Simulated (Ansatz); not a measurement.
Al6N7H20²⁺, a cluster cut from zinc blende AlN (hydrogen-capped), relaxed as a doublet with UKS PBE-D4/def2-SVP in Ansatz, starting from the PBE-D4/def2-SVP geometry of the charge +1 singlet. Force threshold 0.03 eV/Å.

In the charge 2 doublet, H26 and H30 lie 1.02 Å apart (atoms count from 1), so these atoms are partly bonded to each other.

Start:

```tsv
atom	x (Å)	y (Å)	z (Å)
N1	-1.258	-2.497	-0.247
N2	1.152	2.347	2.055
N3	-1.966	0.426	-0.107
N4	0.436	-0.656	1.537
N5	1.615	-1.843	-1.059
N6	0.960	1.166	-0.838
N7	-0.735	-0.672	-2.625
Al8	0.189	0.817	2.840
Al9	-1.389	-1.007	1.091
Al10	-0.117	-2.320	-1.806
Al11	0.775	2.852	0.188
Al12	-0.805	1.028	-1.559
Al13	1.698	-0.275	0.164
H14	-2.219	-2.749	-0.541
H15	-0.977	-3.337	0.289
H16	2.171	2.261	2.215
H17	0.891	3.169	2.629
H18	-2.915	0.230	-0.467
H19	-2.102	1.256	0.501
H20	0.814	-1.431	2.110
H21	2.018	-2.658	-0.566
H22	2.295	-1.691	-1.824
H23	1.630	1.407	-1.589
H24	-1.666	-0.820	-3.052
H25	-0.154	-0.463	-3.455
H26	-1.387	1.112	2.568
H27	0.765	0.427	4.272
H28	-2.411	-1.516	2.191
H29	-0.093	-3.581	-2.769
H30	-0.842	3.005	0.100
H31	1.784	3.965	-0.338
H32	-1.364	2.126	-2.555
H33	3.204	-0.077	0.649
```

(1) Estimate the energy that the relaxation releases and the steps that it takes.

(2) Does the start keep its bonding and symmetry?

(3) Predict the relaxed structure.

## Answers

(1) 90.8 kJ/mol, in 14 steps; 49 s on 2 threads of AMD EPYC 7R13 on a shared host and a share (18 GiB) of an NVIDIA H100 80GB HBM3. No frequencies were taken in this run, so the end may be a saddle point.

(2) By distances, no bond broke or formed. The bond that changes most is Al11–H30, from 1.63 to 1.89 Å (atoms count from 1). A close non-bonded pair moves further: H26–H30, from 3.16 to 1.02 Å. Point group Cs at the start, Cs at the end, both within 0.05 Å.

(3) 
Cartesian coordinates in Å:
```
N -1.2346 -2.5678 -0.2602
N 1.5434 2.2445 2.0646
N -2.0702 0.3169 -0.2195
N 0.3260 -0.5592 1.5519
N 1.5990 -1.8116 -1.0376
N 0.8412 1.2328 -0.7810
N -0.6966 -0.7122 -2.6842
Al 0.2967 0.9227 2.8174
Al -1.4618 -1.0803 1.0145
Al -0.0913 -2.3767 -1.8423
Al 0.8397 2.8368 0.3263
Al -0.8740 0.9504 -1.6382
Al 1.6324 -0.2556 0.1621
H -2.1772 -2.8781 -0.5638
H -0.9096 -3.4009 0.2658
H 2.5180 1.8942 2.0084
H 1.6089 3.0590 2.7045
H -2.9603 0.0088 -0.6521
H -2.3812 1.1336 0.3363
H 0.6596 -1.3394 2.1529
H 2.0204 -2.6145 -0.5336
H 2.2956 -1.6526 -1.7895
H 1.4800 1.5125 -1.5523
H -1.6004 -0.8877 -3.1629
H -0.0753 -0.5233 -3.4934
H -1.0166 1.9499 1.9388
H 0.2604 0.6380 4.3671
H -2.4517 -1.3918 2.2067
H -0.0335 -3.6344 -2.7907
H -0.8408 2.5591 1.1405
H 1.2673 4.2237 -0.2882
H -1.4158 2.1821 -2.4673
H 3.1024 0.0209 0.6990
```
Bond lengths (bridged metal pairs left out): 16 × Al–N 1.93 to 1.97 Å; 12 × H–N 1.04 Å; 6 × Al–H 1.58 to 1.59 Å.
